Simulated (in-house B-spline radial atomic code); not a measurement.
Relativistic effects in Ru2+, [Kr] 4d6: non-relativistic Hartree-Fock (point nucleus) against Dirac-Hartree-Fock (Fermi nucleus of rms radius 4.4809 fm), both averages of the configuration, computed with a radial B-spline atomic code at the basis-set limit.

```csv
orbital,ε NR (Eh),ε Dirac (Eh),<r> NR (bohr),<r> Dirac (bohr),change of <r> (%)
1s1/2,-796.28,-818.46,0.03462,0.03343,-3.5
2s1/2,-115.93,-121.24,0.1506,0.145,-3.7
2p1/2,-107.01,?,0.1292,?,?
2p3/2,-107.01,-106.87,0.1292,0.1284,-0.6
3s1/2,-22.184,-23.238,0.412,0.4,-2.9
3p1/2,-18.62,-19.489,0.4061,0.3939,-3.0
3p3/2,-18.62,?,0.4061,?,?
3d3/2,-12.114,-12.052,0.3826,0.3811,-0.4
3d5/2,-12.114,-11.889,0.3826,0.3845,+0.5
4s1/2,-4.0101,-4.1966,1.051,1.024,-2.6
4p1/2,-2.8461,-2.98,1.138,1.108,-2.7
4p3/2,-2.8461,-2.8476,1.138,1.136,-0.2
4d3/2,-1.1275,-1.1187,1.5,1.504,+0.3
4d5/2,-1.1275,-1.1049,1.5,1.52,+1.3
```

(1) What happens to 3p3/2?

(2) What happens to 2p1/2?

(3) What explains the pattern of contraction and expansion?

(4) By how much does the total energy change?

## Answers

(1) Its energy goes to -18.639 hartree and <r> to 0.4041 bohr (-0.51 %).

(2) Its energy goes to -111.71 hartree and <r> to 0.1237 bohr (-4.25 %).

(3) Expansion is seen in 3d5/2, 4d3/2, 4d5/2. The s and p1/2 orbitals contract directly, screen the nucleus better, and so push out orbitals that have little density near the nucleus; spin-orbit coupling adds to this for j = l + 1/2 and opposes it for j = l - 1/2.

(4) By -87.813 hartree, from -4440.644 to -4528.457.
